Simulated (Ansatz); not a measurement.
Pulling on the Pb1–H2 bond in H2OPb (SMILES [OH][PbH]) (multiplicity 1 held, fragments rigid). Energies count from the point at 1.879 Å.
Geometry at that point (charge 0, multiplicity 1):
```xyz
4

Pb    -0.1201    -0.1016     0.1405
H     -1.4864     0.0214    -1.1432
O      1.2989     0.8935    -1.0580
H      0.9450     1.1577    -1.9145
```

Signs of static correlation in def2-TZVPP, with CASSCF(2,2), from Ansatz (a first-principles code) runs.

```tsv
R (Å)	T1 of restricted CCSD	⟨S²⟩ of UHF	largest double amplitude of restricted CCSD	weight of the CASSCF reference in MRCISD	CASSCF natural occupations
1.503	0.020	0.000	0.053	0.914	1.98 0.02
1.691	0.020	0.000	0.046	0.914	1.97 0.03
1.879	0.020	0.000	0.046	0.914	1.96 0.04
2.067	0.021	0.000	0.070	0.914	1.95 0.05
2.255	0.022	0.000	0.087	0.914	1.93 0.07
2.536	0.026	0.281	0.143	0.914	1.88 0.12
2.818	0.032	0.627	[?]	0.915	1.82 0.18
3.288	0.053	0.879	0.338	0.915	1.67 0.33
3.758	0.083	0.965	0.519	0.916	1.46 0.54
4.321	[?]	0.998	0.772	0.916	1.26 0.74
5.073	0.149	1.008	1.027	0.916	1.11 0.89
6.012	0.158	1.010	1.154	0.916	1.03 0.97
```

Task: Complete the blanks.

Result: 
- 2.818, largest double amplitude of restricted CCSD: 0.210
- 4.321, T1 of restricted CCSD: 0.120

Doubts at one or more of the structures used: a restricted determinant that unrestricted orbitals would lower (R-CCSD(T)/def2-TZVPP); T1 above 0.05 (R-CCSD(T)/def2-TZVPP, U-CCSD(T)/def2-TZVPP); other coupled-cluster roots lie near (R-CCSD(T)/def2-TZVPP); a spin-contaminated determinant (U-CCSD(T)/def2-TZVPP).
